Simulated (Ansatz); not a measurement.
Ideal-gas functions of `[GeH3][O][GeH3]` at 400 K and 1 bar, from an Ansatz frequency run at PBE0-D4/def2-TZVP.

Molar mass 167.27 g/mol, point group C2v (symmetry number 2), electronic degeneracy 1, moments of inertia 21.208, 399.461, 407.822 u Å². Harmonic wavenumbers (cm⁻¹, unscaled): 39, 42, 110, 475, 611, 618, 649, 680, 802, 868, 872, 873, 874, 889, 942, 2135, 2136, 2142, 2145, 2179, 2182.

Use S(trans) = R[1.5 ln M + 2.5 ln T − 1.1517]; rotational temperatures θ = 24.2544 K / I; S(rot) = R[ln(√π/σ · √(T³/θAθBθC)) + 1.5]; for each mode x = 1.438777 ν̃/T, S = R[x/(eˣ − 1) − ln(1 − e⁻ˣ)] and H = RT x/(eˣ − 1); 1 cm⁻¹ = 0.0119627 kJ/mol; R = 8.31446 J/(mol·K).

**Question.** By hand: the entropy, in J/(mol·K).

**Answer.** Translation 178.8. Rotation: θ = 1.1436, 0.0607, 0.0595 K, giving 109.0. Vibration, mode by mode: 24.65, 24.04, 16.08, 4.80, 3.26, 3.20, 2.93, 2.68, 1.90, 1.57, 1.55, 1.55, 1.54, 1.48, 1.27, 0.03, 0.03, 0.03, 0.03, 0.03, 0.03, in all 92.7. Electronic 0.0. Sum 380.5 J/(mol·K).

**Question.** By hand: H − E and G − E in kJ/mol, counted from the electronic energy.

**Answer.** Zero-point energy ½ × 22263 × 0.0119627 = 133.2; thermal vibration 16.9; translation, rotation and pV give 4 RT = 13.3. H − E = 163.4 kJ/mol, and G − E = 163.4 − 400 × 380.5/1000 = 11.2 kJ/mol.

Vibration gives 24 % of the entropy, 64.8 J/(mol·K) of it from the modes under 150 cm⁻¹: soft modes count most, and the harmonic formula is weakest for them.
